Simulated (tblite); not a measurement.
C6H11OP3.
SMILES with atom numbers: `[CH3:1][C:2](=[O:3])[CH2:4][P:5]([C:6]#[C:7][PH2:8])[CH2:9][PH2:10]` (hydrogens: H11, H12, H13 on C1; H14, H15 on C4; H16, H17 on P8; H18, H19 on C9; H20, H21 on P10)

Computed with GFN2-xTB (tblite), gas phase: L-BFGS steps from a force-field or distance-geometry start until the largest atomic force falls under 0.01 eV/Å.

Step 47: E = -815.6930 eV
```
atom  x, y, z in Å  |  force x, y, z in eV/Å
C1      2.2353    0.7276   -1.2958   -0.002  -0.006   0.010
C2      1.4916   -0.5789   -1.3280   -0.021  -0.028  -0.018
O3      0.9027   -0.9759   -2.3050   -0.020   0.010  -0.027
C4      1.5056   -1.3554   -0.0440   -0.019   0.007   0.004
P5     -0.0886   -1.1495    0.9474    0.021   0.015  -0.043
C6     -0.2835    0.5984    0.8254    0.008   0.008   0.033
C7     -0.5448    1.7799    0.9133    0.009   0.004   0.015
P8     -0.6571    3.5375    0.9227   -0.003  -0.006   0.002
C9     -1.3436   -1.6072   -0.3517   -0.004   0.002   0.004
P10    -3.0703   -1.5629    0.3409   -0.036  -0.005  -0.005
H11     2.1278    1.2398   -2.2480   -0.009   0.018   0.011
H12     1.8426    1.3465   -0.4915   -0.007   0.038   0.000
H13     3.2897    0.5467   -1.0993    0.023  -0.020   0.001
H14     2.3288   -1.0547    0.6067   -0.018  -0.023   0.007
H15     1.5678   -2.4278   -0.2518    0.024   0.019   0.018
H16    -1.8517    3.5971    0.1963    0.008  -0.031  -0.015
H17    -1.3316    3.6011    2.1478    0.008   0.005   0.003
H18    -1.1553   -2.6303   -0.6939    0.026   0.001   0.018
H19    -1.2802   -0.9479   -1.2230   -0.002  -0.019  -0.002
H20    -2.9227   -0.3597    1.0391    0.015  -0.010  -0.013
H21    -2.7717   -2.3075    1.4852   -0.001   0.021  -0.004
```

Step 48: E = -815.6935 eV
```
atom  x, y, z in Å  |  force x, y, z in eV/Å
C1      2.2340    0.7285   -1.2939   -0.013  -0.008  -0.001
C2      1.4901   -0.5779   -1.3298    0.005  -0.048   0.003
O3      0.9035   -0.9769   -2.3073   -0.015   0.031  -0.020
C4      1.5054   -1.3549   -0.0460   -0.023  -0.005   0.020
P5     -0.0873   -1.1503    0.9475    0.005   0.014  -0.050
C6     -0.2811    0.5980    0.8281    0.002   0.009   0.028
C7     -0.5431    1.7795    0.9149    0.013  -0.003   0.013
P8     -0.6563    3.5370    0.9210    0.001  -0.010   0.003
C9     -1.3438   -1.6074   -0.3516   -0.001   0.004   0.010
P10    -3.0712   -1.5610    0.3404   -0.017  -0.005  -0.001
H11     2.1254    1.2423   -2.2445   -0.002   0.031  -0.010
H12     1.8397    1.3461   -0.4894   -0.002   0.033   0.006
H13     3.2889    0.5484   -1.0978    0.006  -0.021   0.001
H14     2.3283   -1.0559    0.6063   -0.017  -0.014  -0.005
H15     1.5676   -2.4274   -0.2531    0.022   0.016   0.011
H16    -1.8506    3.5927    0.1944    0.004  -0.027  -0.015
H17    -1.3302    3.6015    2.1462    0.005   0.008   0.004
H18    -1.1563   -2.6320   -0.6905    0.025   0.007   0.016
H19    -1.2790   -0.9505   -1.2248   -0.002  -0.021   0.004
H20    -2.9229   -0.3575    1.0384    0.014  -0.013  -0.016
H21    -2.7701   -2.3054    1.4843   -0.009   0.022  -0.003
```

Step 49: E = -815.6940 eV
```
atom  x, y, z in Å  |  force x, y, z in eV/Å
C1      2.2335    0.7286   -1.2929   -0.018  -0.004  -0.010
C2      1.4886   -0.5777   -1.3316    0.026  -0.041   0.016
O3      0.9031   -0.9770   -2.3097   -0.008   0.042  -0.006
C4      1.5045   -1.3539   -0.0474   -0.017  -0.016   0.020
P5     -0.0863   -1.1501    0.9468   -0.018   0.007  -0.034
C6     -0.2790    0.5984    0.8316   -0.002   0.006   0.016
C7     -0.5414    1.7798    0.9174    0.017  -0.006   0.013
P8     -0.6559    3.5369    0.9204    0.004  -0.008   0.002
C9     -1.3441   -1.6075   -0.3514   -0.003   0.005   0.009
P10    -3.0724   -1.5603    0.3396    0.004  -0.004   0.000
H11     2.1245    1.2440   -2.2424    0.004   0.033  -0.019
H12     1.8386    1.3465   -0.4886    0.004   0.020   0.006
H13     3.2889    0.5480   -1.0970   -0.015  -0.020  -0.001
H14     2.3268   -1.0561    0.6062   -0.012  -0.002  -0.014
H15     1.5680   -2.4262   -0.2532    0.018   0.002   0.004
H16    -1.8497    3.5881    0.1926    0.001  -0.022  -0.011
H17    -1.3293    3.6022    2.1456    0.000   0.012   0.005
H18    -1.1561   -2.6331   -0.6872    0.021   0.011   0.015
H19    -1.2786   -0.9532   -1.2264   -0.001  -0.018   0.004
H20    -2.9242   -0.3565    1.0373    0.014  -0.014  -0.017
H21    -2.7683   -2.3039    1.4829   -0.017   0.020   0.002
```

Q: Estimate the geometry and energy of step 50. (The exact step hangs on the optimiser's Hessian estimate; all steps are aligned on step 49, rigid shifts and turns removed.)

A: E = -815.6943 eV, largest force 0.040 eV/Å
```
atom  x, y, z in Å  |  force x, y, z in eV/Å
C1      2.2330    0.7285   -1.2926   -0.015   0.004  -0.012
C2      1.4878   -0.5781   -1.3329    0.029  -0.013   0.017
O3      0.9025   -0.9763   -2.3116   -0.001   0.039   0.008
C4      1.5033   -1.3533   -0.0481   -0.006  -0.020   0.008
P5     -0.0859   -1.1497    0.9458   -0.032  -0.004  -0.005
C6     -0.2773    0.5988    0.8349   -0.003  -0.001   0.002
C7     -0.5399    1.7801    0.9200    0.017  -0.005   0.013
P8     -0.6557    3.5368    0.9202    0.005  -0.003   0.001
C9     -1.3444   -1.6074   -0.3510   -0.006   0.003   0.003
P10    -3.0733   -1.5600    0.3389    0.015  -0.005  -0.002
H11     2.1243    1.2457   -2.2414    0.007   0.023  -0.016
H12     1.8384    1.3472   -0.4881    0.008   0.003   0.000
H13     3.2887    0.5470   -1.0966   -0.030  -0.015  -0.004
H14     2.3251   -1.0559    0.6060   -0.005   0.007  -0.015
H15     1.5686   -2.4252   -0.2532    0.012  -0.014   0.000
H16    -1.8489    3.5840    0.1910    0.001  -0.018  -0.006
H17    -1.3287    3.6031    2.1455   -0.004   0.014   0.003
H18    -1.1554   -2.6338   -0.6844    0.018   0.010   0.014
H19    -1.2786   -0.9557   -1.2276    0.000  -0.010   0.000
H20    -2.9254   -0.3561    1.0361    0.013  -0.011  -0.017
H21    -2.7671   -2.3027    1.4818   -0.022   0.016   0.010
```

The energy changes by -0.0003 eV. The first-order estimate −F·Δx gives -0.0005 eV and the mean of the old and new forces, exact on a quadratic surface, -0.0003 eV. The step makes an angle of 66° with the force vector and moves no atom by more than 0.004 Å.

The cost below is that of the whole relaxation. Hardware: Arm Neoverse V1, one thread, shared host. Cost: 1.6 s.
